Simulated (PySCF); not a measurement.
Task: Write Cartesian coordinates for `P[SiH2]C1=COC1` as optimised with PBE0-D3(BJ)/def2-SVP.

Result: 
```
atom  x, y, z in Å
P1     2.5344    0.6274   -0.5703
Si2    0.9791   -0.8551    0.1487
C3    -0.6536   -0.0535   -0.1415
C4    -1.1058    1.0037   -0.8542
O5    -2.4281    0.9542   -0.5478
C6    -2.1049   -0.2059    0.2662
H7     2.5333    1.3738    0.6478
H8     3.6452   -0.1857   -0.1872
H9     1.1564   -2.1099   -0.6501
H10    1.1275   -1.2253    1.5919
H11   -0.7091    1.7734   -1.5231
H12   -2.3507   -0.0183    1.3228
H13   -2.6368   -1.0958   -0.1042
```

Any rigid rotation of these coordinates is as good. Atoms count from 1 in this order. O5 (cyclic ether oxygen) is bent (angle 86.5°). The 2 C–C bonds span 1.353 Å (C3=C4, drawn double) to 1.515 Å (C3–C6, drawn single), a spread of 0.162 Å. The 2 C–O bonds span 1.358 Å (C4–O5, drawn single) to 1.454 Å (O5–C6, drawn single), a spread of 0.096 Å. Si2 (SiH2 silicon) is distorted tetrahedral (angles from 105.9° to 113.6°).

Bonds between heavy atoms (Å): P1–Si2 2.266, Si2–C3 1.842, C3=C4 1.353, C4–O5 1.358, O5–C6 1.454, C3–C6 1.515.

Computed, not measured: PBE0-D3(BJ)/def2-SVP geometry optimisation, gas phase (PySCF).

Point group: C1 (no symmetry element, even within 0.4 Å). PBE0-D3(BJ)/def2-SVP frequencies: not computed here. One conformer, not necessarily the lowest (H–P1–Si2–C3 83° and 178°, P1–Si2–C3–C4 15°).

Hardware: Arm Neoverse V1, one thread, shared host. Cost: 95 s wall, 0.53 GiB resident at most. This is the geometry optimisation.
